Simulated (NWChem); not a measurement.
[O]=[Cr]([OH])(=[S])[Cl] (CrHSO2Cl), optimised at PBE-D3(BJ)/def2-SVP with NWChem:

- highest occupied level (eV): -6.76
- orbital gap (eV): 1.78
- dipole (D): 1.86

All stand in one matching conformer (torsions within 35°), which need not be the lowest. One or both are not confirmed as a minimum by frequencies.

Question: One O atom is replaced by S, giving [OH][Cr](=[S])(=[S])[Cl] (CrHS$_{2}$OCl), optimised at the same level. How do these values move?

Answer: 
```tsv
quantity	new value	change
highest occupied level (eV)	-6.32	+0.44
orbital gap (eV)	1.46	-0.32
dipole (D)	1.90	+0.04
```
